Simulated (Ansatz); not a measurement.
`N[Si](F)(F)Cl` → H• + `[NH][Si](F)(F)Cl`•  (homolysis of the H–N bond)

Calculated with Ansatz (gas phase, PBE0-D4/def2-TZVP geometries, no zero-point term in ΔE). CCSD(T)/CBS adds triple-zeta CCSD(T) − MP2 to the extrapolated MP2 energy (def2 sets, frozen cores). This one scheme is used for every species, atoms too. DFT in def2-TZVPP. No spin–orbit coupling; open shells (•) take unrestricted orbitals. Each species was taken in one conformer, which may not be the lowest.

CCSD(T)/CBS gives +514.8 kJ/mol.

**Question.** Another level gave +501.4 kJ/mol. Which?
A. r2SCAN0/def2-TZVPP
B. B2PLYP/def2-TZVPP
C. B97M-V/def2-TZVPP
D. revPBE-D4/def2-TZVPP

**Answer.** B. B2PLYP 501.4, B97M-V 495.4, r2SCAN0 489.9, revPBE-D4 483.8 kJ/mol.

Largest T1 diagnostic among the species: 0.012.

From BLYP to BHLYP (50 % exact exchange), in def2-TZVPP and without D4, ΔE moves by +3.8 kJ/mol. In def2-TZVPP, CCSD(T) changes the Hartree–Fock value by +120.2 kJ/mol (the triples alone add +4.3 kJ/mol) and MP2 by +130.8 kJ/mol; breaking electron pairs costs correlation energy, which Hartree–Fock lacks. Leaving LDA and LC-ωPBE aside and taking each functional with its dispersion term where it has one, the values, not all of them listed here, spread over 24.9 kJ/mol, from revPBE-D4 to ωB97M-V. LDA lies +67.1 kJ/mol from PBE without D4, its usual overbinding.
